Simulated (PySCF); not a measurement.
**Stationary points of OsO₃⁺**

These are results of B3LYP in PySCF with Os def2-SVP with ECP60, O def2-SVP; scalar-relativistic core potentials, no spin–orbit coupling; density-fitted integrals, not measurements.

Relaxations began from a few typed shapes; open shells are unrestricted. The search is not exhaustive: other isomers or separated fragments can lie lower, and high-lying points may rest on an excited occupation.

(1) Which is the lowest minimum found?
A. doublet C3v: Os–O 1.683 Å (×3); O–Os–O 112.6° (×3)
B. doublet D3h: Os–O 1.690 Å (×3); O–Os–O 120.0° (×3)

Results:

(1) A. The others lie at 30.1 (doublet D3h, a saddle point) kJ/mol above it.

Formally Os is in oxidation state +7, d1, with 1 unpaired electron. The Mulliken spin on Os is 0.71. The polar-tensor charge on Os, 1.78, is far below the formal one.

For the lowest minimum: with open d or f shells other occupations or spin states may lie lower. With an element this heavy the missing spin–orbit coupling can shift these numbers.
